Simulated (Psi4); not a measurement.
H2F3NSi (SMILES N[Si](F)(F)F), singlet, at a GFN2-xTB geometry; Psi4 with QCISD(T)/cc-pVDZ.

Psi4 was given this input:
```
memory 2 GB

molecule mol {
0 1
N     1.667666   -0.283865   -0.127330
Si    0.007504   -0.002494    0.005089
F    -0.794201   -0.986292   -0.937160
F    -0.332927    1.485326   -0.405909
F    -0.669203   -0.182628    1.430723
H     2.044462   -1.214791   -0.156781
H     2.343796    0.389115    0.187964
}

set {
  basis cc-pvdz
  reference rhf
  freeze_core true
}

energy('qcisd(t)')
print_variables()
```

Output, abridged:

```
   => Loading Basis Set <=

    Name: CC-PVDZ
    Role: ORBITAL
    Keyword: BASIS

         ---------------------------------------------------------
                                   SCF
               by Justin Turney, Rob Parrish, Andy Simmonett
                          and Daniel G. A. Smith
                              RHF Reference
         ---------------------------------------------------------

  ==> Geometry <==

    Molecular point group: c1
    Full point group: C1

    Geometry (in Angstrom), charge = 0, multiplicity = 1:

       Center              X                  Y                   Z               Mass
    ------------   -----------------  -----------------  -----------------  -----------------
         N            1.728487692344    -0.295096855553    -0.127885260198    14.003074004430
         SI           0.068325692344    -0.013725855553     0.004533739802    27.976926534650
         F           -0.733379307656    -0.997523855553    -0.937715260198    18.998403162730
         F           -0.272105307656     1.474094144447    -0.406464260198    18.998403162730
         F           -0.608381307656    -0.193859855553     1.430167739802    18.998403162730
         H            2.105283692344    -1.226022855553    -0.157336260198     1.007825032230
         H            2.404617692344     0.377883144447     0.187408739802     1.007825032230

  Running in c1 symmetry.

  Rotational constants: A =      0.13901  B =      0.13011  C =      0.12345 [cm^-1]
  Rotational constants: A =   4167.27928  B =   3900.64843  C =   3700.89449 [MHz]
  Nuclear repulsion =  267.335140562025572

  Charge       = 0
  Multiplicity = 1
  Electrons    = 50
  Nalpha       = 25
  Nbeta        = 25

  ==> Algorithm <==

  SCF Algorithm Type is PK.
  DIIS enabled.
  MOM disabled.
  Fractional occupation disabled.
  Guess Type is SAD.
  Energy threshold   = 1.00e-08
  Density threshold  = 1.00e-08
  Integral threshold = 1.00e-12

  ==> Primary Basis <==

  Basis Set: CC-PVDZ
    Blend: CC-PVDZ
    Number of shells: 38
    Number of basis functions: 84
    Number of Cartesian functions: 89
    Spherical Harmonics?: true
    Max angular momentum: 2

  ==> Integral Setup <==

  Using in-core PK algorithm.
   Calculation information:
      Number of atoms:                   7
      Number of AO shells:              38
      Number of primitives:            148
      Number of atomic orbitals:        89
      Number of basis functions:        84

      Integral cutoff                 1.00e-12
      Number of threads:                 1

  Performing in-core PK
  Using 12748470 doubles for integral storage.
  We computed 263093 shell quartets total.
  Whereas there are 274911 unique shell quartets.

  ==> DiskJK: Disk-Based J/K Matrices <==

    J tasked:                  Yes
    K tasked:                  Yes
    wK tasked:                  No
    Schwarz Cutoff:          1E-12

  Minimum eigenvalue in the overlap matrix is 1.9856592181E-02.
  Reciprocal condition number of the overlap matrix is 4.4932440621E-03.
    Using symmetric orthogonalization.

  ==> Pre-Iterations <==

  SCF Guess: Superposition of Atomic Densities via on-the-fly atomic UHF (no occupation information).

   -------------------------
    Irrep   Nso     Nmo
   -------------------------
     A         84      84
   -------------------------
    Total      84      84
   -------------------------

  ==> Iterations <==

                        Total Energy        Delta E     RMS |[F,P]|

   @RHF iter SAD:  -642.01385784250192   -6.42014e+02   0.00000e+00
   @RHF iter   1:  -642.96350019762224   -9.49642e-01   6.81837e-03 ADIIS/DIIS
   @RHF iter   2:  -643.05973058441998   -9.62304e-02   3.75377e-03 ADIIS/DIIS
   @RHF iter   3:  -643.09238691069754   -3.26563e-02   3.43664e-04 ADIIS/DIIS
   @RHF iter   4:  -643.09299426629468   -6.07356e-04   8.61262e-05 DIIS
   @RHF iter   5:  -643.09302673296963   -3.24667e-05   3.19311e-05 DIIS
   @RHF iter   6:  -643.09303053652263   -3.80355e-06   5.36287e-06 DIIS
   @RHF iter   7:  -643.09303078270466   -2.46182e-07   1.09602e-06 DIIS
   @RHF iter   8:  -643.09303079451161   -1.18069e-08   2.33685e-07 DIIS
   @RHF iter   9:  -643.09303079508220   -5.70594e-10   5.04417e-08 DIIS
   @RHF iter  10:  -643.09303079510539   -2.31921e-11   1.92786e-08 DIIS
   @RHF iter  11:  -643.09303079510619   -7.95808e-13   7.18534e-09 DIIS
  Energy and wave function converged.

  ==> Post-Iterations <==

    Orbital Energies [Eh]
    ---------------------

    Doubly Occupied:

[...]
      25A     -0.461939

    Virtual:

[...]
    Final Occupation by Irrep:
              A
    DOCC [    25 ]
    NA   [    25 ]
    NB   [    25 ]

  @RHF Final Energy:  -643.09303079510619

   => Energetics <=

    Nuclear Repulsion Energy =            267.3351405620255719
    One-Electron Energy =               -1426.8769479607353787
    Two-Electron Energy =                 516.4487766036036192
    Total Energy =                       -643.0930307951061877

Computation Completed

Properties will be evaluated at   0.000000,   0.000000,   0.000000 [a0]

Properties computed using the SCF density matrix

 Multipole Moments:

 ------------------------------------------------------------------------------------
     Multipole            Electronic (a.u.)      Nuclear  (a.u.)        Total (a.u.)
 ------------------------------------------------------------------------------------

 L = 1.  Multiply by 2.5417464519 to convert [e a0] to [Debye]
 Dipole X            :         -4.4038380            5.7468114            1.3429734
 Dipole Y            :          0.7752918           -1.0612433           -0.2859516
 Dipole Z            :          0.2167575           -0.0524550            0.1643025
 Magnitude           :                                                    1.3828742

 ------------------------------------------------------------------------------------

 MINTS: Wrapper to libmints.
   by Justin Turney

[...]

        **********************************************************
        *                                                        *
        *                   CCSD Integral Sort                   *
        *                                                        *
        **********************************************************

        CC integral sort will use                    143.41 mb

        Number of (ab|cd) temporary files:                2
        Number of (ab|ci) temporary files:                3
        Starting temporary file number:                 270

        *****************************************************
        *                                                   *
        *                       QCISD                       *
        *                  Eugene DePrince                  *
        *                                                   *
        *****************************************************

  ==> Input parameters <==

        Freeze core orbitals?                 yes
        Use frozen natural orbitals?           no
        r_convergence:                  1.000e-07
        e_convergence:                  1.000e-06
        Number of DIIS vectors:                 8
        Number of frozen core orbitals:         9
        Number of active occupied orbitals:    16
        Number of active virtual orbitals:     59
        Number of frozen virtual orbitals:      0

  ==> Memory <==

        minimum memory requirements for QCISD =        20.48 mb
        (T) algorithm:                                 15.60 mb (low-memory)
        memory requirements for QCISD(T) =             15.60 mb

  ==> Define tiling <==

        v(ab,cd) diagrams will be evaluated in   1 blocks.
        v(ab,ci) diagrams will be evaluated in   1 blocks over ov2.
        v(ab,ci) diagrams will be evaluated in   1 blocks over ov.

  Allocate cpu memory (    45.55 mb).....done.
  Initialize cpu memory..................done.

  ==> MP4(SDQ) <==

  Begin singles and doubles quadratic ci iterations

   Iter  DIIS          Energy       d(Energy)          |d(T)|     time
      0   0 1   -0.8339388827   -0.8339388827    0.0203982987        1
      1   1 1   -0.8343074122   -0.0003685295    0.0095940080        0
      2   2 1   -0.8359245734   -0.0016171612    0.0036995552        1
      3   3 1   -0.8365088227   -0.0005842493    0.0019474276        0
      4   4 1   -0.8364517935    0.0000570292    0.0002661808        1
      5   5 1   -0.8364380348    0.0000137587    0.0001101203        0
      6   6 1   -0.8364404358   -0.0000024009    0.0000215984        1
      7   7 1   -0.8364411289   -0.0000006931    0.0000091674        1
      8   8 1   -0.8364410110    0.0000001179    0.0000025652        0
      9   8 2   -0.8364410198   -0.0000000088    0.0000009261        1
     10   8 3   -0.8364409765    0.0000000433    0.0000003873        0
     11   8 4   -0.8364409822   -0.0000000057    0.0000001238        1
     12   8 5   -0.8364409830   -0.0000000007    0.0000000486        1

  QCISD iterations converged!

        T1 diagnostic:                         0.011249492384
        D1 diagnostic:                         0.031794427869

        OS MP2 correlation energy:            -0.596847870155
        SS MP2 correlation energy:            -0.221335681496
        MP2 correlation energy:               -0.818183551651
      * MP2 total energy:                   -643.911214346757

        OS MP2.5 correlation energy:          -0.609248552001
        SS MP2.5 correlation energy:          -0.211244399162
        MP2.5 correlation energy:             -0.820492951164
      * MP2.5 total energy:                 -643.913523746270

        OS MP3 correlation energy:            -0.621649233847
        SS MP3 correlation energy:            -0.201153116829
        MP3 correlation energy:               -0.822802350676
      * MP3 total energy:                   -643.915833145782

        OS MP4(SDQ) correlation energy:       -0.636009556424
        SS MP4(SDQ) correlation energy:       -0.194921315588
        MP4(SDQ) correlation energy:          -0.835685853671
      * MP4(SDQ) total energy:              -643.928716648777

        OS QCISD correlation energy:          -0.639090495887
        SS QCISD correlation energy:          -0.197350487067
        QCISD correlation energy:             -0.836440982954
      * QCISD total energy:                 -643.929471778060

  Total time for QCISD iterations:       6.26 s (user)
                                         1.17 s (system)
                                            8 s (total)

  Time per iteration:                    0.48 s (user)
                                         0.09 s (system)
                                         0.67 s (total)

        ==> Resort (ov|vv) integrals for low-memory (T) computation <==

        *******************************************************
        *                                                     *
        *                     QCISD(T)                        *
        *                                                     *
        *******************************************************

        Using low-memory algorithm.

        num_threads:                      1
        memory requirements:       15.60 mb

        Number of abc combinations: 35990

        Computing (T) correction...

        % complete  total time
              10.0
              20.0
              30.0
              40.0
              50.0
              60.0
              70.0
              80.0
              90.0

        (T) energy                             -0.012923666969

        QCISD(T) correlation energy            -0.849364649923
      * QCISD(T) total energy                -643.942395445029

  Variable Map:
  ----------------------------------------------------------------------------
[...]
  Array Variable Map:
  ----------------------------------------------------------------------------
[...]
[...]
```
